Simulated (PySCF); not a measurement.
H6B3N3, charge +1, doublet, geometry from GFN2-xTB (a state made from the parent by changing its charge; the spin is typed, not shown lowest); CCSD/STO-3G run with PySCF.

PySCF was given this input:
```python
from pyscf import gto, scf, cc

mol = gto.M(
    atom='''
B     0.98106325   -1.05992046   -0.04989976
N     1.37494395    0.29061409    0.18228070
B     0.39244819    1.28444706    0.30957374
N    -0.96506531    1.03622627    0.05511563
B    -1.40209965   -0.30055796   -0.17940997
N    -0.38755264   -1.27096670   -0.32061857
H     1.78919192   -1.90645476   -0.03050713
H     2.35520248    0.48796067    0.32713174
H     0.70048702    2.32894591    0.76549555
H    -1.66024944    1.76742990    0.10891670
H    -2.54768103   -0.52456909   -0.26618943
H    -0.65029188   -2.16427148   -0.72361180
''',
    basis='sto-3g',
    charge=1,
    spin=1,
    verbose=5,
)

mf = scf.UHF(mol)
mf.kernel()

mycc = cc.CCSD(mf, frozen=7)
mycc.kernel()
print('E(CCSD) = %.10f' % mycc.e_tot)
mf.analyze()
```

It wrote (shortened):

```
PySCF version 2.14.0

[INPUT] verbose = 5
[INPUT] max_memory = 4000
[INPUT] num. atoms = 12
[INPUT] num. electrons = 41
[INPUT] charge = 1
[INPUT] spin (= nelec alpha-beta = 2S) = 1
[INPUT] symmetry False subgroup None
[INPUT] Mole.unit = angstrom
[INPUT] Symbol           X                Y                Z      unit          X                Y                Z       unit  Magmom
[...]
[INPUT] ---------------- BASIS SET ----------------
[INPUT] l, kappa, [nprim/nctr], expnt,             c_1 c_2 ...
[INPUT] H
[...]
                                0.62391373        0.53532814
                                0.1688554         0.44463454
[INPUT] B
[...]
                                8.8873622         0.53532814
                                2.405267          0.44463454
[...]
                                0.5198205         0.39951283
                                0.1690618         0.70011547
[...]
                                0.5198205         0.60768372
                                0.1690618         0.39195739
[INPUT] N
[...]
                                18.052312         0.53532814
                                4.8856602         0.44463454
[...]
                                0.8784966         0.39951283
                                0.2857144         0.70011547
[...]
                                0.8784966         0.60768372
                                0.2857144         0.39195739

nuclear repulsion = 200.017772295781
number of shells = 24
number of NR pGTOs = 108
number of NR cGTOs = 36
basis = sto-3g
ecp = {}

******** <class 'pyscf.scf.uhf.UHF'> ********
method = UHF
initial guess = minao
damping factor = 0
level_shift factor = 0
DIIS = <class 'pyscf.scf.diis.CDIIS'>
diis_start_cycle = 1
diis_space = 8
diis_damp = 0
SCF conv_tol = 1e-09
SCF conv_tol_grad = None
SCF max_cycles = 50
direct_scf = True
direct_scf_tol = 1e-13
number electrons alpha = 21  beta = 20
Set gradient conv threshold to 3.16228e-05
E1 = -716.7795360624285  E2 = 277.0240336133556  Ecoul = 311.77723411974  Exc = -34.75320050638442
init E= -239.737730153292
cond(S) = 12.393342628828316

  alpha mo_energy =
[-15.5542409  -15.5522962  -15.55168199  -7.4399772   -7.43716863
  -7.43666326  -1.70560998  -1.41297715  -1.40715722  -0.82689695
  -0.82226826  -0.75848484  -0.5385415   -0.52479523  -0.51917344
  -0.49556707  -0.42776797  -0.34555224  -0.33530262  -0.29768694
  -0.28172205   0.18205867   0.18810927   0.3107229    0.39535523
   0.48051095   0.49123736   0.50757969   0.54060499   0.5502002
   0.69526941   0.72135957   0.7705057    0.78078617   0.89242892
   0.90110734]
  beta  mo_energy =
[-15.5542409  -15.5522962  -15.55168199  -7.4399772   -7.43716863
  -7.43666326  -1.70560998  -1.41297715  -1.40715722  -0.82689695
  -0.82226826  -0.75848484  -0.5385415   -0.52479523  -0.51917344
  -0.49556707  -0.42776797  -0.34555224  -0.33530262  -0.29768694
  -0.28172205   0.18205867   0.18810927   0.3107229    0.39535523
   0.48051095   0.49123736   0.50757969   0.54060499   0.5502002
   0.69526941   0.72135957   0.7705057    0.78078617   0.89242892
   0.90110734]
multiplicity <S^2> = 0.75  2S+1 = 2
E1 = -709.9780263841708  E2 = 272.19602499902624  Ecoul = 305.85341332499127  Exc = -33.65738832596503
cycle= 1 E= -237.764229089364  delta_E= 1.97  |g|= 0.273  |ddm|= 3.11
  alpha mo_energy =
[-15.70068626 -15.52340715 -15.5233296   -7.71864666  -7.71839832
  -7.70712715  -1.45870294  -1.35434572  -1.31845917  -0.96957957
  -0.96802474  -0.92385788  -0.8212672   -0.81169509  -0.78955784
  -0.7777736   -0.74540764  -0.67066173  -0.65937247  -0.62959869
  -0.58799868   0.04364817   0.04448923   0.1929421    0.31331966
   0.38233687   0.38853873   0.42962912   0.4582805    0.46460081
   0.58449259   0.60690175   0.63705625   0.64067447   0.76735691
   0.78965942]
  beta  mo_energy =
[-15.69176068 -15.51971802 -15.51966045  -7.71802317  -7.7177657
  -7.705523    -1.41448441  -1.32252637  -1.29664327  -0.95480982
[...]
converged SCF energy = -237.869534781077  <S^2> = 0.78538961  2S+1 = 2.0350819
E(UCCSD) = -238.1673608574276  E_corr = -0.297826076350234
E(CCSD) = -238.1673608574
Total Energy =                        -237.869534781077306
[...]
               #36
0 B 1s          -0.00147
0 B 2s           0.09149
0 B 2px         -0.20273
0 B 2py          0.24445
0 B 2pz         -0.00744
1 N 1s           0.00163
1 N 2s          -0.10250
1 N 2px          0.35572
1 N 2py          0.07081
1 N 2pz          0.06051
2 B 1s          -0.00183
2 B 2s           0.12152
2 B 2px         -0.11227
2 B 2py         -0.37566
2 B 2pz         -0.13676
3 N 1s           0.00163
3 N 2s          -0.10250
3 N 2px         -0.25352
3 N 2py          0.26494
3 N 2pz          0.02740
4 B 1s          -0.00147
4 B 2s           0.09149
4 B 2px          0.30615
4 B 2py          0.08230
4 B 2pz          0.02021
5 N 1s           0.00175
5 N 2s          -0.11789
5 N 2px         -0.06895
5 N 2py         -0.22534
5 N 2pz         -0.05241
6 H 1s           0.17203
7 H 1s          -0.23070
8 H 1s           0.22544
9 H 1s          -0.23070
10 H 1s          0.17203
11 H 1s         -0.11896

To work with the spin densities directly, `use mulliken_meta_spin()` only printing them here.

 ** Mulliken spin pop alpha/beta on meta-lowdin orthogonal AOs **
 ** Mulliken Spin Density (per AO)  **
spin_pop of  0 B 1s       -0.00000
spin_pop of  0 B 2s       -0.01832
spin_pop of  0 B 2px      -0.02957
spin_pop of  0 B 2py      -0.01618
spin_pop of  0 B 2pz      -0.06257
spin_pop of  1 N 1s       -0.00000
spin_pop of  1 N 2s        0.01084
spin_pop of  1 N 2px       0.00674
spin_pop of  1 N 2py       0.00916
spin_pop of  1 N 2pz       0.12363
spin_pop of  2 B 1s       -0.00000
spin_pop of  2 B 2s       -0.00202
spin_pop of  2 B 2px      -0.00330
spin_pop of  2 B 2py       0.00853
spin_pop of  2 B 2pz       0.02103
spin_pop of  3 N 1s       -0.00000
spin_pop of  3 N 2s        0.01084
spin_pop of  3 N 2px       0.00566
spin_pop of  3 N 2py       0.00971
spin_pop of  3 N 2pz       0.12417
spin_pop of  4 B 1s       -0.00000
spin_pop of  4 B 2s       -0.01832
spin_pop of  4 B 2px      -0.01910
spin_pop of  4 B 2py      -0.02723
spin_pop of  4 B 2pz      -0.06198
spin_pop of  5 N 1s       -0.00002
spin_pop of  5 N 2s        0.05549
spin_pop of  5 N 2px       0.05479
spin_pop of  5 N 2py       0.15435
spin_pop of  5 N 2pz       0.70959
spin_pop of  6 H 1s        0.00885
spin_pop of  7 H 1s       -0.00884
spin_pop of  8 H 1s        0.00293
spin_pop of  9 H 1s       -0.00884
spin_pop of  10 H 1s        0.00885
spin_pop of  11 H 1s       -0.04884
 ** Mulliken Spin Density (per atom)  **
spin density of  0 B =     -0.12664
spin density of  1 N =      0.15037
spin density of  2 B =      0.02423
spin density of  3 N =      0.15037
spin density of  4 B =     -0.12664
spin density of  5 N =      0.97419
spin density of  6 H =      0.00885
spin density of  7 H =     -0.00884
spin density of  8 H =      0.00293
spin density of  9 H =     -0.00884
spin density of  10 H =      0.00885
spin density of  11 H =     -0.04884
 ** Mulliken pop alpha/beta on meta-lowdin orthogonal AOs **
 ** Mulliken pop       alpha | beta **
[...]
In total            21.00000 | 20.00000
 ** Mulliken atomic charges   ( Nelec_alpha | Nelec_beta ) **
charge of  0B =      0.21399  (     2.32969      2.45633 )
charge of  1N =     -0.17229  (     3.66133      3.51096 )
charge of  2B =      0.23428  (     2.39498      2.37074 )
charge of  3N =     -0.17229  (     3.66133      3.51096 )
charge of  4B =      0.21399  (     2.32969      2.45633 )
charge of  5N =      0.10088  (     3.93666      2.96246 )
charge of  6H =     -0.01009  (     0.50947      0.50062 )
charge of  7H =      0.19545  (     0.39785      0.40669 )
charge of  8H =     -0.03079  (     0.51686      0.51393 )
charge of  9H =      0.19545  (     0.39785      0.40669 )
charge of  10H =     -0.01009  (     0.50947      0.50062 )
charge of  11H =      0.24151  (     0.35483      0.40367 )

WARN: System has nonzero charge 1; the dipole moment is origin-dependent.
Location of origin: [0. 0. 0.]

Dipole moment(X, Y, Z, Debye): -0.77749, -2.59728, -0.92193
```
